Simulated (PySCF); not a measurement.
## Ionisation energy of S⁵⁺ by level of theory

S⁵⁺ [Ne] 3s1 [3s1/2^1, M_J = 1/2] → S⁶⁺ [Ne], as a difference of total energies. Computed with PySCF 2.14 in an uncontracted even-tempered set (20 s from 0.2 bohr⁻², ratio 2.4; 13 p from 0.26 bohr⁻², ratio 2.4; 5 d from 1 bohr⁻², ratio 2.6; 5 f from 1.6 bohr⁻², ratio 2.6), with the two-component X2C-1e Hamiltonian. Correlated levels: 1s2 frozen; the 52 highest virtual spinors dropped. "Screened" scales the spin-orbit matrix elements by Boettger's factors to mimic the two-electron term; Breit and QED terms are absent.

```csv
method,ionisation energy (eV)
GHF (screened spin-orbit),87.580
GMP2 (screened spin-orbit),88.026
```

Q: How much does correlation contribute at GMP2 (screened spin-orbit)?

A: 88.026 − (87.580) = 0.446 eV, measured against GHF (screened spin-orbit).

For comparison: 88.053 eV (measured; NIST Atomic Spectra Database, ionization energies).
